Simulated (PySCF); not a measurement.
Al(H)(Cl)(OEt) (C2H6AlClO), SMILES [Cl][AlH][O]CC.

Geometry optimised at ωB97X-D3(BJ)/def2-SVP. The structure was generated by enumeration; whether it is a known compound was not checked. The values are those of a single conformer.

Level of theory: TDA-ωB97X/def2-SVPD run with PySCF 2.14.0.

Vertical excitations. 

```
state  energy (eV)  λ (nm)      f                                                                 main pairs
-----  -----------  ------  -----  -------------------------------------------------------------------------
S1            6.92     179  0.001                                           HOMO→LUMO 76 %, HOMO−1→LUMO 16 %
S2            7.27     171  0.031                         HOMO−1→LUMO 57 %, HOMO→LUMO+1 15 %, HOMO→LUMO 11 %
S3            7.36     169  0.013                                       HOMO−2→LUMO 66 %, HOMO−1→LUMO+1 14 %
S4            7.48     166  0.027                     HOMO→LUMO+1 34 %, HOMO−1→LUMO+1 25 %, HOMO−2→LUMO 20 %
S5            7.67     162  0.094                     HOMO−1→LUMO+1 36 %, HOMO→LUMO+1 26 %, HOMO−1→LUMO 14 %
S6            8.17     152  0.016                                                           HOMO−4→LUMO 65 %
S7            8.22     151  0.031  HOMO−3→LUMO 34 %, HOMO−2→LUMO+1 33 %, HOMO−4→LUMO 14 %, HOMO−2→LUMO+2 6 %
S8            8.32     149  0.132                    HOMO−3→LUMO 44 %, HOMO−2→LUMO+1 29 %, HOMO−4→LUMO+1 9 %
S9            8.49     146  0.163                                                         HOMO−3→LUMO+1 67 %
S10           8.91     139  0.071   HOMO→LUMO+4 28 %, HOMO→LUMO+2 21 %, HOMO→LUMO+3 12 %, HOMO−4→LUMO+1 10 %
T1            6.66     186      0                                           HOMO−1→LUMO 50 %, HOMO→LUMO 39 %
T2            6.80     182      0                                           HOMO→LUMO 49 %, HOMO−1→LUMO 40 %
T3            6.92     179      0                                         HOMO−2→LUMO 76 %, HOMO−4→LUMO 16 %
T4            7.25     171      0                                         HOMO→LUMO+1 69 %, HOMO→LUMO+2 13 %
```
Triplets are in the Tamm–Dancoff approximation.
